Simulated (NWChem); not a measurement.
SiHSI, singlet; SMILES S[Si]I

```xyz
4

Si     1.0984    -1.1056     0.0000
I     -0.1017     1.0755     0.0000
S     -0.6307    -2.3755     0.0000
H      0.1021    -3.5157     0.0000
```
Atoms are numbered in this order, from 1.

Results from NWChem. Low-valent species are run as closed-shell singlets; no triplet was tried in these runs. The geometry was optimised at PBE0/def2-SVP. def2 effective core potentials on I; no spin-orbit coupling. Level r2SCAN/def2-SVP: energy and gradient on several grids; changes count from the extra-fine grid, which is no exact limit either.

| grid | size of the energy change (μHa) | largest change of a gradient component (μHa/bohr) |
|---|---|---|
| xcoarse | 600 | 500 |
| coarse | 40 | 90 |
| medium | < 10 | 100 |
| fine | < 10 | 30 |
| xfine | < 10 | < 30 |
